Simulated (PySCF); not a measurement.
An unknown gives this computed stick spectrum. Method: TDDFT CAM-B3LYP/def2-SVPD, vertical, gas phase, core orbitals frozen in the response (PySCF). Geometries: PBE0-D3(BJ)/def2-SVP, one conformer each.

```csv
state,E (eV),λ (nm),f
S1,6.86,180.7,0.436
S2,7.08,175.2,0.037
S3,7.33,169.2,0.444
S4,7.40,167.6,0.0061
S5,7.55,164.3,0.081
S6,7.57,163.8,0.0050
S7,7.73,160.5,0.0009
S8,7.96,155.7,0.0020
S9,8.04,154.2,0.0004
S10,8.11,152.8,0.047
```

Orbital energies (eV): HOMO-3 -11.10, HOMO-2 -10.87, HOMO-1 -8.99, HOMO -8.98, LUMO 0.69, LUMO+1 1.08, LUMO+2 1.40.

**Question.** Which structure fits? All have the formula C8H9F3.
A. `CC/C=C\C#CCC(F)(F)F`
B. `C=C[C@@H]1CC(=C)[C@@H]1C(F)(F)F`
C. `FC(F)(F)C1=C[C@@H]2CC[C@H]1C2`
D. `C=CC(C=C)/C=C\C(F)(F)F`

**Answer.** B. Its S1, at 6.86 eV, is the highest among the candidates; the nearest of the others has S1 at 6.52 eV. S1 is HOMO→LUMO (52%), HOMO-1→LUMO (40%). Löwdin shares by element: HOMO (one of a set within 0.03 eV) carbon 69% or more (atoms not listed hold the other 31%); LUMO carbon 53% or more, hydrogen 6% or more (atoms not listed hold the other 41%). At the same level the other candidates give, for their lowest levels:
- `FC(F)(F)C1=C[C@@H]2CC[C@H]1C2`: 6.52 eV (f 0.156); 7.42 eV (f 0.022); 7.46 eV (f 0.017); 8.19 eV (f 0.020); 8.20 eV (f 0.008); T1 3.99 eV; HOMO -8.92, LUMO 0.60 eV
- `CC/C=C\C#CCC(F)(F)F`: 5.49 eV (f 0.255); 5.61 eV (f 0.093); 5.89 eV (f 0.008); 6.62 eV (f 0.000); 7.25 eV (f 0.244); T1 3.41 eV; HOMO -8.10, LUMO 0.22 eV
- `C=CC(C=C)/C=C\C(F)(F)F`: 6.33 eV (f 0.067); 6.44 eV (f 0.173); 6.90 eV (f 0.204); 7.02 eV (f 0.366); 7.38 eV (f 0.004); T1 4.11 eV; HOMO -9.00, LUMO 0.12 eV

The values belong to the conformer `[CH2:1]=[CH:2][C@@H:3]1[CH2:4][C:5](=[CH2:6])[C@@H:7]1[C:8]([F:9])([F:10])[F:11]`: C1–C2–C3–C4 -125°, C5–C7–C8–F9 -172°.
Triplets come from the Tamm–Dancoff approximation.
